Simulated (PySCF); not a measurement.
Bonds (- single, = double, # triple, : aromatic): C1=C2, C2-C3, C3-C4, C4-O5, O5-Si6. C1 carries H7, H8; C2 carries H9; C3 carries H10, H11; C4 carries H12, H13; Si6 carries H14, H15, H16. H7 is cis to C3; H8 is trans to C3.

Computed data (PySCF): σ from GIAO-CAM-B3LYP/pcSseg-2, geometry from PBE0-D3(BJ)/def2-SVP. No solvent model, single conformer, rapidly exchanging positions averaged, non-relativistic.

Scale: $^{13}$C, $^{1}$H, $^{29}$Si against TMS; $^{17}$O vs H2O (reference shieldings calculated alike).

```tsv
atoms	nucleus	count	δ (ppm)
H14/H15/H16	$^{1}$H	3	?
H9	$^{1}$H	1	6.61
H12/H13	$^{1}$H	2	?
C3	$^{13}$C	1	42.8
C1	$^{13}$C	1	126.2
Si6	$^{29}$Si	1	?
H7	$^{1}$H	1	5.32
O5	$^{17}$O	1	?
H10/H11	$^{1}$H	2	2.28
H8	$^{1}$H	1	5.27
C4	$^{13}$C	1	71.0
C2	$^{13}$C	1	154.4
```

Estimate the values marked ?.

## Answers


- H14/H15/H16: 4.83 ppm, hydrogen on a silicon bonded to O
- H12/H13: 3.58 ppm, hydrogen on an sp3 CH2 bonded to O; its carbon carries O, an electronegative neighbour
- O5: 20.5 ppm, oxygen bonded to C, Si
- Si6: -37.3 ppm, silicon bonded to O, 3 H

Shifts are as computed, not scaled to solution data. Of 1313 compounds with measured shifts, 239 miss one by over three times the rms of a fit or turn the order of signals round; such compounds aren't used in these exercises. Experimental scales use liquid or dissolved standards, which lie at an offset from isolated H2O (liquid H2O: subtract about 36 ppm).
